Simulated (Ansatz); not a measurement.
Geometry optimisation, RKS PBE0-D4/def2-SVP (Ansatz).

The input (input.yaml):

```yaml
crystal:
  periodic: [false, false, false]
  atoms:
    - { symbol: Si, position_ang: [-0.9788, 0.2582, -0.3007] }
    - { symbol: C, position_ang: [0.9883, -0.5875, 0.0842] }
    - { symbol: F, position_ang: [-1.1515, -0.8116, -1.5061] }
    - { symbol: F, position_ang: [-0.7235, 1.5112, -1.2452] }
    - { symbol: H, position_ang: [-2.1715, -0.047, 0.4299] }
    - { symbol: H, position_ang: [0.5786, 0.4709, 0.8914] }
    - { symbol: Cl, position_ang: [-0.3936, 1.7394, 1.616] }
    - { symbol: H, position_ang: [0.6325, -1.6035, 0.206] }
    - { symbol: H, position_ang: [1.3622, -0.4267, -0.9205] }
    - { symbol: H, position_ang: [1.8573, -0.5033, 0.7451] }
basis:
  gaussian: { orbitals: def2-SVP }
hamiltonian:
  xc: pbe0
  dispersion: d4
relax:
  f_tol: 0.15
  max_steps: 25
  restrain:
    - { distance: [0, 6], at: 3.43, k: 30.0 }
    - { distance: [5, 1], at: 2.37, k: 30.0 }
    - { distance: [0, 1], at: 1.87, k: 30.0 }
    - { distance: [5, 6], at: 1.33, k: 30.0 }
output:
  orbitals: {}
```

Launched with:

```bash
$ ansatz run input.yaml --threads 2 --pin off --max-ram 3072MiB --backend cpu --events-out ev --progress --plain --runs-dir out
```

Question: Where does it end, and by what steps?

Answer: The run converged. The restraints hold the end off the free minimum. After 17 steps the energy has fallen by 1.796 eV (the restraints' own energy left out); H6 moved furthest, 1.05 Å. Parted: Si1–Cl7. Joined: H6–Cl7.

| step | energy less start (eV) | largest force component (eV/Å) | accepted |
| --- | --- | --- | --- |
| 0 | 0.0000 | 1.617 | yes |
| 1 | 0.0860 | 2.437 | yes |
| 2 | -0.0086 | 4.190 | yes |
| 3 | -0.5019 | 3.806 | yes |
| 4 | -1.2739 | 2.034 | yes |
| 5 | -1.3973 | 1.886 | yes |
| 6 | -1.5636 | 1.458 | yes |
| 7 | -1.7018 | 0.599 | yes |
| 8 | -1.6775 | 0.880 | no |
| 9 | -1.7291 | 0.830 | yes |
| 10 | -1.7438 | 0.645 | yes |
| 11 | -1.7573 | 0.586 | yes |
| 12 | -1.7649 | 0.734 | yes |
| 13 | -1.7546 | 1.022 | no |
| 14 | -1.7785 | 0.716 | yes |
| 15 | -1.7864 | 0.692 | yes |
| 16 | -1.7896 | 0.688 | yes |
| 17 | -1.7957 | 0.658 | yes |

```xyz
10
Properties=species:S:1:pos:R:3
Si -0.914 -0.144 -0.564
C 0.751 -0.752 0.015
F -1.325 -0.949 -1.904
F -0.759 1.407 -1.009
H -2.035 -0.266 0.398
H 0.715 1.504 0.776
Cl 0.263 1.885 1.945
H 0.854 -1.815 -0.256
H 1.558 -0.208 -0.501
H 0.892 -0.664 1.100
```

The run took 59 s on 2 threads of Intel(R) Xeon(R) Platinum 8259CL CPU @ 2.50GHz (Skylake/Cascade Lake) (shared host), peak memory 0.25 GiB.
